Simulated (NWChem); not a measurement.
All runs are NWChem calculations. System: B₂O₂, charge 0, spin multiplicity 1, displaced from the optimised geometry. Level: MP2/cc-pVDZ, 4 core orbitals frozen, spin-restricted.

The NWChem input:

```
start mol
memory heap 200 mb stack 900 mb global 1100 mb
geometry units angstroms nocenter noautoz noautosym
  O      0.000000     0.000000    -2.924847
  B      0.000000     0.000000    -0.826223
  B      0.000000     0.000000     0.826223
  O      0.000000     0.000000     2.025437
end
basis spherical
  * library cc-pvdz
end
scf
  rhf
  nopen 0
  maxiter 100
  thresh 1e-7
  semidirect memsize 60000000 filesize 0
end
mp2
  freeze core 4
end
task mp2 energy
```

NWChem printed:

```
             Northwest Computational Chemistry Package (NWChem) 7.3.0
             --------------------------------------------------------

                                NWChem Input Module
                                -------------------

 Scaling coordinates for geometry "geometry" by  1.889725989
 (inverse scale =  0.529177249)

                             Geometry "geometry" -> ""
                             -------------------------

 Output coordinates in angstroms (scale by  1.889725989 to convert to a.u.)

  No.       Tag          Charge          X              Y              Z
 ---- ---------------- ---------- -------------- -------------- --------------
    1 O                    8.0000     0.00000000     0.00000000    -2.92484700
    2 B                    5.0000     0.00000000     0.00000000    -0.82622300
    3 B                    5.0000     0.00000000     0.00000000     0.82622300
    4 O                    8.0000     0.00000000     0.00000000     2.02543700

 Effective nuclear repulsion energy (a.u.)      55.6501153070

            Nuclear Dipole moment (a.u.)
            ----------------------------
        X                 Y               Z
 ---------------- ---------------- ----------------
     0.0000000000     0.0000000000   -13.5971076111


 Summary of "ao basis" -> "" (spherical)
 ------------------------------------------------------------------------------
       Tag                 Description            Shells   Functions and Types
 ---------------- ------------------------------  ------  ---------------------
 *                          cc-pvdz                   on all atoms

 Summary of "ao basis" -> "ao basis" (spherical)
 ------------------------------------------------------------------------------
       Tag                 Description            Shells   Functions and Types
 ---------------- ------------------------------  ------  ---------------------
 O                          cc-pvdz                  6       14   3s2p1d
 B                          cc-pvdz                  6       14   3s2p1d

                                 NWChem SCF Module
                                 -----------------

  ao basis        = "ao basis"
  functions       =    56
  atoms           =     4
  closed shells   =    13
  open shells     =     0
  charge          =   0.00
  wavefunction    = RHF
  use symmetry    = F
  symmetry adapt  = F

 Summary of "ao basis" -> "ao basis" (spherical)
 ------------------------------------------------------------------------------
       Tag                 Description            Shells   Functions and Types
 ---------------- ------------------------------  ------  ---------------------
 O                          cc-pvdz                  6       14   3s2p1d
 B                          cc-pvdz                  6       14   3s2p1d

 Forming initial guess at       0.0s

      Superposition of Atomic Density Guess
      -------------------------------------

 Sum of atomic energies:        -198.59323561

      Non-variational initial energy
      ------------------------------

 Total energy =    -198.732279
 1-e energy   =    -381.318574
 2-e energy   =     126.936180
 HOMO         =      -0.377797
 LUMO         =      -0.097822

 Starting SCF solution at       0.3s

 ----------------------------------------------
         Quadratically convergent ROHF

 Convergence threshold     :          1.000E-07
 Maximum no. of iterations :          100
 Final Fock-matrix accuracy:          1.000E-09
 ----------------------------------------------

              iter       energy          gnorm     gmax       time
             ----- ------------------- --------- --------- --------
                 1     -198.2756692784  2.47D+00  1.12D+00      0.3
                 2     -198.7460569861  1.06D+00  4.50D-01      0.3
                 3     -198.8244714633  6.94D-01  2.51D-01      0.4
                 4     -198.8514091478  2.85D-01  1.14D-01      0.4
                 5     -198.8630317393  1.43D-01  8.44D-02      0.4
                 6     -198.8671280908  1.41D-02  3.28D-03      0.4
                 7     -198.8671548317  1.09D-04  7.49D-05      0.4
                 8     -198.8671548354  9.07D-09  4.15D-09      0.4

       Final RHF  results
       ------------------

         Total SCF energy =   -198.867154835383
      One-electron energy =   -382.723708111072
      Two-electron energy =    128.206437968674
 Nuclear repulsion energy =     55.650115307015

        Time for solution =      0.1s

             Final eigenvalues
             -----------------

              1
    1  -20.6215
    2  -20.5904
    3   -7.7933
    4   -7.6954
    5   -1.3799
    6   -1.1624
    7   -0.7677
    8   -0.6732
    9   -0.5628
   10   -0.5628
   11   -0.4583
   12   -0.4583
   13   -0.4293
   14   -0.0346
   15   -0.0346
   16    0.1041
   17    0.2053
   18    0.2053
   19    0.2177
   20    0.3552
   21    0.3919
   22    0.3919
   23    0.4375

                       ROHF Final Molecular Orbital Analysis
                       -------------------------------------

 Vector   11  Occ=2.000000D+00  E=-4.583491D-01
              MO Center=  5.4D-15,  3.0D-15, -2.9D+00, r^2= 7.1D-01
   Bfn.  Coefficient  Atom+Function         Bfn.  Coefficient  Atom+Function
  ----- ------------  ---------------      ----- ------------  ---------------
     4      0.559950  1 O  px                 7      0.416740  1 O  px
     5      0.315349  1 O  py                 8      0.234697  1 O  py

 Vector   12  Occ=2.000000D+00  E=-4.583491D-01
              MO Center=  6.6D-16, -1.2D-15, -2.9D+00, r^2= 7.1D-01
   Bfn.  Coefficient  Atom+Function         Bfn.  Coefficient  Atom+Function
  ----- ------------  ---------------      ----- ------------  ---------------
     5      0.559950  1 O  py                 8      0.416740  1 O  py
     4     -0.315349  1 O  px                 7     -0.234697  1 O  px

 Vector   13  Occ=2.000000D+00  E=-4.292887D-01
              MO Center= -2.0D-14, -4.9D-15, -1.6D+00, r^2= 1.7D+00
   Bfn.  Coefficient  Atom+Function         Bfn.  Coefficient  Atom+Function
  ----- ------------  ---------------      ----- ------------  ---------------
    17      0.595634  2 B  s                 20     -0.423139  2 B  pz
    31     -0.343835  3 B  s                 16      0.263837  2 B  s
     6      0.244133  1 O  pz                 9      0.207240  1 O  pz
    34      0.169484  3 B  pz                 3     -0.158887  1 O  s

 Vector   14  Occ=0.000000D+00  E=-3.459362D-02
              MO Center=  1.3D-14,  2.5D-15, -3.4D-01, r^2= 2.7D+00
   Bfn.  Coefficient  Atom+Function         Bfn.  Coefficient  Atom+Function
  ----- ------------  ---------------      ----- ------------  ---------------
    21      0.470183  2 B  px                18      0.413519  2 B  px
    49     -0.193555  4 O  px                46     -0.182688  4 O  px
    32      0.175489  3 B  px                35      0.169034  3 B  px

 Vector   15  Occ=0.000000D+00  E=-3.459362D-02
              MO Center=  2.2D-15,  8.6D-16, -3.4D-01, r^2= 2.7D+00
   Bfn.  Coefficient  Atom+Function         Bfn.  Coefficient  Atom+Function
  ----- ------------  ---------------      ----- ------------  ---------------
    22      0.470183  2 B  py                19      0.413519  2 B  py
    50     -0.193555  4 O  py                47     -0.182688  4 O  py
    33      0.175489  3 B  py                36      0.169034  3 B  py

 Vector   16  Occ=0.000000D+00  E= 1.040645D-01
              MO Center=  1.1D-14,  1.6D-15, -2.0D+00, r^2= 3.0D+00
   Bfn.  Coefficient  Atom+Function         Bfn.  Coefficient  Atom+Function
  ----- ------------  ---------------      ----- ------------  ---------------
    17      0.607753  2 B  s                 31     -0.540984  3 B  s
     9     -0.531795  1 O  pz                 6     -0.479399  1 O  pz
    16      0.200285  2 B  s                 45      0.184177  4 O  s
    34      0.154714  3 B  pz

 center of mass
 --------------
 x =   0.00000000 y =   0.00000000 z =  -0.50335770

 moments of inertia (a.u.)
 ------------------
         762.952660958306           0.000000000000           0.000000000000
           0.000000000000         762.952660958306           0.000000000000
           0.000000000000           0.000000000000           0.000000000000

  Mulliken analysis of the total density
  --------------------------------------

    Atom       Charge   Shell Charges
 -----------   ------   -------------------------------------------------------
    1 O    8     8.32   2.00  0.92  1.04  2.49  1.86  0.00
    2 B    5     4.80   2.00  0.80  0.91  0.86  0.19  0.04
    3 B    5     4.81   2.01  0.64  0.31  1.48  0.24  0.14
    4 O    8     8.07   2.00  0.87  0.82  2.76  1.61  0.02

       Multipole analysis of the density wrt the origin
       ------------------------------------------------

     L   x y z        total         open         nuclear
     -   - - -        -----         ----         -------
     0   0 0 0     -0.000000      0.000000     26.000000

     1   1 0 0      0.000000      0.000000      0.000000
     1   0 1 0      0.000000      0.000000      0.000000
     1   0 0 1      0.811592      0.000000    -13.597108

     2   2 0 0    -15.296392      0.000000      0.000000
     2   1 1 0     -0.000000      0.000000      0.000000
     2   1 0 1      0.000000      0.000000      0.000000
     2   0 2 0    -15.296392      0.000000      0.000000
     2   0 1 1     -0.000000      0.000000      0.000000
     2   0 0 2    -31.845719      0.000000    385.972932

                   NWChem MP2 Semi-direct Energy/Gradient Module
                   ---------------------------------------------

  Basis functions       =     56
  Molecular orbitals    =     56
  Frozen core           =      4
  Frozen virtuals       =      0
  Active alpha occupied =      9
  Active beta occupied  =      9
  Active alpha virtual  =     43
  Active beta virtual   =     43
  Use MO symmetry       = F
  Use skeleton AO sym   = F

  AO/Fock/Back tols     =   1.0D-09  1.0D-09  1.0D-09

 GA uses MA = F    GA memory limited = T

 Available:
  local mem=  1.26D+08
 global mem=  1.44D+08
 local disk=  0.00D+00
  mp2_memr nvloc                    43
  nvloc new                    43
   1 passes of   9:        3145728                      16265                   1971238.
   1 passes of   9: M    126154143           G      144172928           F     123008415.

 Semi-direct pass number   1 of   1  for RHF alpha+beta  at        0.4s
  vrange nnbf                  1494
  mp2_eaftype                    10  avail_ma_in_mb                  1099
 EAF : mp2_eaftype filesize          10     985619.
  mp2_eaf for mointskh                     10
Node 0 wrote      4.6 Mb in      0.0 s     Agg I/O rate:  1477.3 Mb/s
 Done moints_semi at        1.0s
  mp2_eaftype                    10  avail_ma_in_mb                  1089
 EAF : mp2_eaftype filesize          10     985619.
  mp2_eaf for kh                    10
 Done maket at        1.1s
 Done multipass loop at        1.1s

          -------------------------------------------
          SCF energy                -198.867154835383
          Correlation energy          -0.484376066382
          Singlet pairs               -0.300879094322
          Triplet pairs               -0.183496972061
          Total MP2 energy          -199.351530901765
          -------------------------------------------

          ---------------------------------------------------
                    Spin Component Scaled (SCS) MP2
          Same spin pairs                     -0.122331314707
          Same spin scaling factor             0.333333333333
          Opposite spin pairs                 -0.362044751675
          Opposite spin scaling fact.          1.200000000000
          SCS-MP2 correlation energy          -0.475230806913
          Total SCS-MP2 energy              -199.342385642296
          ---------------------------------------------------

 -----------------------
 Performance information
 -----------------------

 Timer overhead =  1.73D-07 seconds/call

               Nr. of calls         CPU time (s)                 Wall time (s)                GFlops
             ---------------    -------------------     ------------------------------   -------------------
Name         Min   Avg   Max    Min     Avg     Max     Min     Avg     Max   Mx/calls   Min     Max     Sum
mp2: moin     1     1     1   0.59    0.59    0.59     0.59    0.59    0.59    0.59      0.0     0.0     0.0
mp2: make     1     1     1   3.21E-2 3.21E-2 3.21E-2  3.21E-2 3.21E-2 3.21E-2 3.21E-2   0.0     0.0     0.0
mp2: tota     1     1     1   0.63    0.63    0.63     0.63    0.63    0.63    0.63      0.0     0.0     0.0

 The average no. of pstat calls per process was 3.00D+00
 with a timing overhead of 5.18D-07s

 Task  times  cpu:        1.0s     wall:        1.0s

 Total times  cpu:        1.1s     wall:        1.1s
```
